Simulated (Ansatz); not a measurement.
Ansatz (a program for electronic structure) input (B3LYP-D3(BJ)/def2-TZVP):

Ansatz 0.2 input:
```yaml
crystal:
  periodic: [false, false, false]
  atoms:
    - {symbol: P, position_ang: [-1.02027206, -0.47127800, -0.05348212]}
    - {symbol: P, position_ang: [1.02027508, 0.47110689, 0.05491295]}
    - {symbol: H, position_ang: [-1.51764144, 0.25666815, 1.06041507]}
    - {symbol: H, position_ang: [-1.51478581, 0.48948324, -0.97567300]}
    - {symbol: H, position_ang: [1.52191029, -0.49872576, 0.96366793]}
    - {symbol: H, position_ang: [1.51047169, -0.24485897, -1.06987245]}
basis:
  gaussian:
    orbitals: def2-TZVP
hamiltonian:
  xc: b3lyp
  dispersion: d3bj
phonons: {temperatures: {t_min: 298.15, t_max: 298.15, t_step: 100}}
```

Output:

```
Functional definition: B3LYP
integrals: 0.03 GiB planned
740 factors; their error is unknown
mean field: 0.26 GiB planned
mean field evaluation 1: about -18643.5293 eV, gradient 1.4e1 eV
mean field evaluation 2: about -18643.8964 eV, gradient 1.1e1 eV
mean field evaluation 4: about -18644.2216 eV, gradient 4.7e-1 eV
mean field evaluation 8: about -18644.2335 eV, gradient 3.1e-3 eV
mean field -18644.23349033 eV, -685.1629432544 hartree, gradient 5.6e-5 eV, S^2 0.000000; 0 other end points of the search recorded, 0 dependent functions left out
the calculation of the forces begins
reference -18644.23372944 eV, -685.1629520415 hartree; 17, 17 occupied and 81, 81 virtual orbitals, 740 factors
these checks for a lower state are left out or cut short: stability, starts, cluster_reference, orbital_swaps, neighbouring_geometries, increment
integrals: 0.03 GiB planned
740 factors; their error is unknown
mean field: 0.26 GiB planned
mean field evaluation 16: about -18644.2334 eV, gradient 9.3e-2 eV
mean field -18644.23339848 eV, -685.1629398787 hartree, gradient 1.4e-6 eV, S^2 0.000000; 0 other end points of the search recorded, 0 dependent functions left out
the calculation of the forces begins
reference -18644.23363762 eV, -685.1629486671 hartree; 17, 17 occupied and 81, 81 virtual orbitals, 740 factors
these checks for a lower state are left out or cut short: stability, starts, cluster_reference, orbital_swaps, neighbouring_geometries, increment
integrals: 0.03 GiB planned
740 factors; their error is unknown
mean field: 0.26 GiB planned
mean field -18644.23348195 eV, -685.1629429462 hartree, gradient 9.6e-7 eV, S^2 0.000000; 0 other end points of the search recorded, 0 dependent functions left out
the calculation of the forces begins
reference -18644.23372102 eV, -685.1629517319 hartree; 17, 17 occupied and 81, 81 virtual orbitals, 740 factors
these checks for a lower state are left out or cut short: stability, starts, cluster_reference, orbital_swaps, neighbouring_geometries, increment
integrals: 0.03 GiB planned
740 factors; their error is unknown
mean field: 0.26 GiB planned
mean field evaluation 32: about -18644.2334 eV, gradient 6.7e-7 eV
mean field -18644.23341683 eV, -685.1629405530 hartree, gradient 6.7e-7 eV, S^2 0.000000; 0 other end points of the search recorded, 0 dependent functions left out
the calculation of the forces begins
reference -18644.23365599 eV, -685.1629493421 hartree; 17, 17 occupied and 81, 81 virtual orbitals, 740 factors
these checks for a lower state are left out or cut short: stability, starts, cluster_reference, orbital_swaps, neighbouring_geometries, increment
integrals: 0.03 GiB planned
740 factors; their error is unknown
mean field: 0.26 GiB planned
mean field -18644.23342835 eV, -685.1629409765 hartree, gradient 1.1e-6 eV, S^2 0.000000; 0 other end points of the search recorded, 0 dependent functions left out
the calculation of the forces begins
reference -18644.23366740 eV, -685.1629497616 hartree; 17, 17 occupied and 81, 81 virtual orbitals, 740 factors
these checks for a lower state are left out or cut short: stability, starts, cluster_reference, orbital_swaps, neighbouring_geometries, increment
integrals: 0.03 GiB planned
740 factors; their error is unknown
mean field: 0.27 GiB planned
mean field -18644.23341490 eV, -685.1629404823 hartree, gradient 9.3e-7 eV, S^2 0.000000; 0 other end points of the search recorded, 0 dependent functions left out
the calculation of the forces begins
reference -18644.23365402 eV, -685.1629492697 hartree; 17, 17 occupied and 81, 81 virtual orbitals, 740 factors
these checks for a lower state are left out or cut short: stability, starts, cluster_reference, orbital_swaps, neighbouring_geometries, increment
integrals: 0.03 GiB planned
740 factors; their error is unknown
mean field: 0.26 GiB planned
mean field -18644.23341782 eV, -685.1629405896 hartree, gradient 9.5e-7 eV, S^2 0.000000; 0 other end points of the search recorded, 0 dependent functions left out
the calculation of the forces begins
reference -18644.23365692 eV, -685.1629493763 hartree; 17, 17 occupied and 81, 81 virtual orbitals, 740 factors
these checks for a lower state are left out or cut short: stability, starts, cluster_reference, orbital_swaps, neighbouring_geometries, increment
integrals: 0.03 GiB planned
740 factors; their error is unknown
mean field: 0.26 GiB planned
mean field -18644.23345457 eV, -685.1629419403 hartree, gradient 1.9e-6 eV, S^2 0.000000; 0 other end points of the search recorded, 0 dependent functions left out
the calculation of the forces begins
reference -18644.23369363 eV, -685.1629507255 hartree; 17, 17 occupied and 81, 81 virtual orbitals, 740 factors
these checks for a lower state are left out or cut short: stability, starts, cluster_reference, orbital_swaps, neighbouring_geometries, increment
integrals: 0.03 GiB planned
740 factors; their error is unknown
mean field: 0.27 GiB planned
mean field -18644.23349835 eV, -685.1629435488 hartree, gradient 2.2e-6 eV, S^2 0.000000; 0 other end points of the search recorded, 0 dependent functions left out
the calculation of the forces begins
reference -18644.23373750 eV, -685.1629523377 hartree; 17, 17 occupied and 81, 81 virtual orbitals, 740 factors
these checks for a lower state are left out or cut short: stability, starts, cluster_reference, orbital_swaps, neighbouring_geometries, increment
integrals: 0.03 GiB planned
740 factors; their error is unknown
mean field: 0.26 GiB planned
mean field evaluation 64: about -18644.2335 eV, gradient 5.9e-2 eV
mean field -18644.23346963 eV, -685.1629424935 hartree, gradient 2.5e-6 eV, S^2 0.000000; 0 other end points of the search recorded, 0 dependent functions left out
the calculation of the forces begins
reference -18644.23370873 eV, -685.1629512803 hartree; 17, 17 occupied and 81, 81 virtual orbitals, 740 factors
these checks for a lower state are left out or cut short: stability, starts, cluster_reference, orbital_swaps, neighbouring_geometries, increment
integrals: 0.03 GiB planned
740 factors; their error is unknown
mean field: 0.26 GiB planned
mean field -18644.23347016 eV, -685.1629425129 hartree, gradient 1.6e-6 eV, S^2 0.000000; 0 other end points of the search recorded, 0 dependent functions left out
the calculation of the forces begins
reference -18644.23370927 eV, -685.1629513002 hartree; 17, 17 occupied and 81, 81 virtual orbitals, 740 factors
these checks for a lower state are left out or cut short: stability, starts, cluster_reference, orbital_swaps, neighbouring_geometries, increment
integrals: 0.03 GiB planned
740 factors; their error is unknown
mean field: 0.26 GiB planned
mean field -18644.23345554 eV, -685.1629419756 hartree, gradient 3.0e-6 eV, S^2 0.000000; 0 other end points of the search recorded, 0 dependent functions left out
the calculation of the forces begins
reference -18644.23369469 eV, -685.1629507644 hartree; 17, 17 occupied and 81, 81 virtual orbitals, 740 factors
these checks for a lower state are left out or cut short: stability, starts, cluster_reference, orbital_swaps, neighbouring_geometries, increment
integrals: 0.03 GiB planned
740 factors; their error is unknown
mean field: 0.26 GiB planned
mean field -18644.23344026 eV, -685.1629414142 hartree, gradient 2.5e-6 eV, S^2 0.000000; 0 other end points of the search recorded, 0 dependent functions left out
the calculation of the forces begins
reference -18644.23367932 eV, -685.1629501995 hartree; 17, 17 occupied and 81, 81 virtual orbitals, 740 factors
these checks for a lower state are left out or cut short: stability, starts, cluster_reference, orbital_swaps, neighbouring_geometries, increment
integrals: 0.03 GiB planned
740 factors; their error is unknown
mean field: 0.26 GiB planned
mean field -18644.23345411 eV, -685.1629419233 hartree, gradient 1.9e-6 eV, S^2 0.000000; 0 other end points of the search recorded, 0 dependent functions left out
the calculation of the forces begins
reference -18644.23369317 eV, -685.1629507085 hartree; 17, 17 occupied and 81, 81 virtual orbitals, 740 factors
these checks for a lower state are left out or cut short: stability, starts, cluster_reference, orbital_swaps, neighbouring_geometries, increment
integrals: 0.03 GiB planned
740 factors; their error is unknown
mean field: 0.27 GiB planned
mean field evaluation 96: about -18644.2335 eV, gradient 6.7e-5 eV
mean field -18644.23349897 eV, -685.1629435717 hartree, gradient 2.2e-6 eV, S^2 0.000000; 0 other end points of the search recorded, 0 dependent functions left out
the calculation of the forces begins
reference -18644.23373813 eV, -685.1629523606 hartree; 17, 17 occupied and 81, 81 virtual orbitals, 740 factors
these checks for a lower state are left out or cut short: stability, starts, cluster_reference, orbital_swaps, neighbouring_geometries, increment
integrals: 0.03 GiB planned
740 factors; their error is unknown
mean field: 0.27 GiB planned
mean field -18644.23346098 eV, -685.1629421756 hartree, gradient 3.0e-6 eV, S^2 0.000000; 0 other end points of the search recorded, 0 dependent functions left out
the calculation of the forces begins
reference -18644.23370009 eV, -685.1629509628 hartree; 17, 17 occupied and 81, 81 virtual orbitals, 740 factors
these checks for a lower state are left out or cut short: stability, starts, cluster_reference, orbital_swaps, neighbouring_geometries, increment
integrals: 0.03 GiB planned
740 factors; their error is unknown
mean field: 0.26 GiB planned
mean field -18644.23345681 eV, -685.1629420225 hartree, gradient 1.9e-6 eV, S^2 0.000000; 0 other end points of the search recorded, 0 dependent functions left out
the calculation of the forces begins
reference -18644.23369592 eV, -685.1629508094 hartree; 17, 17 occupied and 81, 81 virtual orbitals, 740 factors
these checks for a lower state are left out or cut short: stability, starts, cluster_reference, orbital_swaps, neighbouring_geometries, increment
integrals: 0.03 GiB planned
740 factors; their error is unknown
mean field: 0.26 GiB planned
mean field -18644.23345236 eV, -685.1629418589 hartree, gradient 2.3e-6 eV, S^2 0.000000; 0 other end points of the search recorded, 0 dependent functions left out
the calculation of the forces begins
reference -18644.23369142 eV, -685.1629506441 hartree; 17, 17 occupied and 81, 81 virtual orbitals, 740 factors
these checks for a lower state are left out or cut short: stability, starts, cluster_reference, orbital_swaps, neighbouring_geometries, increment
integrals: 0.03 GiB planned
740 factors; their error is unknown
mean field: 0.26 GiB planned
mean field -18644.23346530 eV, -685.1629423344 hartree, gradient 2.7e-6 eV, S^2 0.000000; 0 other end points of the search recorded, 0 dependent functions left out
the calculation of the forces begins
reference -18644.23370446 eV, -685.1629511233 hartree; 17, 17 occupied and 81, 81 virtual orbitals, 740 factors
Total energy: -18644.45462076 eV, -685.1710696478 hartree
Atom 0 at    -1.020272    -0.471278    -0.053482 Å, force    -0.000597    -0.000150    -0.000363 eV/Å
Atom 1 at     1.020275     0.471107     0.054913 Å, force     0.000596     0.000232    -0.000320 eV/Å
Atom 2 at    -1.517641     0.256668     1.060415 Å, force     0.000159    -0.000103    -0.000703 eV/Å
Atom 3 at    -1.514786     0.489483    -0.975673 Å, force    -0.000054    -0.000020     0.001034 eV/Å
Atom 4 at     1.521910    -0.498726     0.963668 Å, force    -0.000162     0.000265    -0.000658 eV/Å
Atom 5 at     1.510472    -0.244859    -1.069872 Å, force     0.000058    -0.000224     0.001010 eV/Å
Dipole moment:    -0.000003     0.000147    -0.001229 e Å
Vibrations: 88.38 429.03 626.70 643.76 870.62 915.54 1098.54 1107.51 2368.19 2371.76 2376.12 2385.25 cm⁻¹, zero-point energy 0.947326 eV
```
